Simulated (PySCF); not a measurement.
Molfile (atoms numbered from 1):
```
C5H12N2Si
     RDKit          3D

 20 20  0  0  0  0  0  0  0  0999 V2000
    2.5966    0.6147    0.0039 C   0  0  0  0  0  0  0  0  0  0  0  0
    1.5576   -0.3395   -0.2558 N   0  0  0  0  0  0  0  0  0  0  0  0
    0.3545    0.0314   -0.1422 C   0  0  0  0  0  0  0  0  0  0  0  0
   -0.7947   -0.8962   -0.4067 C   0  0  2  0  0  0  0  0  0  0  0  0
   -1.7201   -0.3077   -1.4891 C   0  0  0  0  0  0  0  0  0  0  0  0
   -2.5705    0.6704   -0.8387 N   0  0  0  0  0  0  0  0  0  0  0  0
   -2.8535    0.3509    0.8431 Si  0  0  0  0  0  4  0  0  0  0  0  0
   -1.6394   -1.0992    0.8721 C   0  0  0  0  0  0  0  0  0  0  0  0
    3.2374    0.7147   -0.8880 H   0  0  0  0  0  0  0  0  0  0  0  0
    2.2287    1.6213    0.2890 H   0  0  0  0  0  0  0  0  0  0  0  0
    3.2485    0.2382    0.8097 H   0  0  0  0  0  0  0  0  0  0  0  0
    0.0885    1.0705    0.1569 H   0  0  0  0  0  0  0  0  0  0  0  0
   -0.3588   -1.8461   -0.7518 H   0  0  0  0  0  0  0  0  0  0  0  0
   -1.1153    0.1564   -2.2889 H   0  0  0  0  0  0  0  0  0  0  0  0
   -2.2910   -1.1331   -1.9633 H   0  0  0  0  0  0  0  0  0  0  0  0
   -3.1008    1.2852   -1.4408 H   0  0  0  0  0  0  0  0  0  0  0  0
   -4.2543   -0.0533    1.1977 H   0  0  0  0  0  0  0  0  0  0  0  0
   -2.5085    1.5044    1.7367 H   0  0  0  0  0  0  0  0  0  0  0  0
   -1.0118   -1.1787    1.7723 H   0  0  0  0  0  0  0  0  0  0  0  0
   -2.2157   -2.0363    0.7962 H   0  0  0  0  0  0  0  0  0  0  0  0
  1  2  1  0
  2  3  2  0
  3  4  1  0
  4  5  1  0
  5  6  1  0
  6  7  1  0
  7  8  1  0
  8  4  1  0
  1  9  1  0
  1 10  1  0
  1 11  1  0
  3 12  1  0
  4 13  1  6
  5 14  1  0
  5 15  1  0
  6 16  1  0
  7 17  1  0
  7 18  1  0
  8 19  1  0
  8 20  1  0
M  END
```

Geometry: PBE0-D3(BJ)/def2-SVP; GIAO absolute shieldings from PySCF 2.14, gas phase, non-relativistic, averaged over equivalent atoms.

At PBE0/pcSseg-1 (203 basis functions, 110 s wall time on 1 thread of an AMD EPYC, shared host):
```
     atoms  σ (ppm)
        C3     11.9
        C5    132.9
        C1    133.4
        C4    137.9
        C8    172.1
        N2   -102.3
        N6    245.9
       Si7    375.7
       H12    23.54
       H18    26.30
       H17    26.38
H9/H10/H11    27.89
       H15    28.07
       H14    28.23
       H13    28.50
       H20    30.03
       H19    30.44
       H16    31.48
```

Q: What do these become at PBE/pcSseg-1?

A: 
```csv
atoms,σ at PBE/pcSseg-1,change
C3,9.7,-2.2
C5,125.6,-7.3
C1,127.5,-5.9
C4,130.5,-7.4
C8,166.1,-6.0
N2,-99.4,+2.9
N6,237.7,-8.2
Si7,360.8,-14.9
H12,23.37,-0.17
H18,26.00,-0.30
H17,26.09,-0.29
H9/H10/H11,27.78,-0.11
H15,27.78,-0.29
H14,27.99,-0.24
H13,28.39,-0.11
H20,29.86,-0.17
H19,30.26,-0.18
H16,31.41,-0.07
```

The largest change is at Si7 (silicon bonded to C, N, 2 H, in a 5-membered ring). Cost: 203 basis functions, 2.1 min wall time on 1 thread of an AMD EPYC, shared host. The order of the carbon signals is the same at both levels.
